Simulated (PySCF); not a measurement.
C4H5FO, SMILES O1CC(=C1C)F. Atoms are numbered in the order given.

```xyz
11

C     -0.6704    -1.9524     0.0000
C     -0.0353    -0.6245     0.0000
C     -0.3057     0.6935     0.0000
F     -1.3907     1.4590     0.0000
C      1.1647     0.9859     0.0000
O      1.3629    -0.4643     0.0000
H     -1.7641    -1.8482     0.0000
H     -0.3683    -2.5302    -0.8893
H     -0.3683    -2.5302     0.8893
H      1.5972     1.4388    -0.9070
H      1.5972     1.4388     0.9070
```

Geometry: r2SCAN-D4/def2-SVP.

Two levels are set side by side: PBE/pcSseg-1 (PySCF) and KT2/pcSseg-1 (PySCF). GIAO shifts against CFCl3 (¹⁹F), H2O (¹⁷O), TMS (¹H), TMS (¹³C) at the same level; non-relativistic, no solvent, atoms listed together averaged. Differences are taken from unrounded values.

| quantity | KT2 | PBE | PBE minus KT2 |
|---|---|---|---|
| δ(¹³C) of C1 (ppm) | 15.5 | 15.1 | -0.3 |
| δ(¹³C) of C2 (ppm) | 144.2 | 149.9 | 5.7 |
| δ(¹³C) of C3 (ppm) | 137.9 | 143.5 | 5.7 |
| δ(¹⁹F) of F4 (ppm) | -171.7 | -165.5 | 6.2 |
| δ(¹³C) of C5 (ppm) | 82.1 | 83.6 | 1.5 |
| δ(¹⁷O) of O6 (ppm) | 103.1 | 113.0 | 10.0 |
| δ(¹H) of H7, H8, H9 (ppm) | 2.32 | 2.28 | -0.04 |
| δ(¹H) of H10, H11 (ppm) | 5.41 | 5.39 | -0.02 |

Rough cost on one machine, each run with all the roots and properties that it gave: KT2 against PBE within a factor of 2.
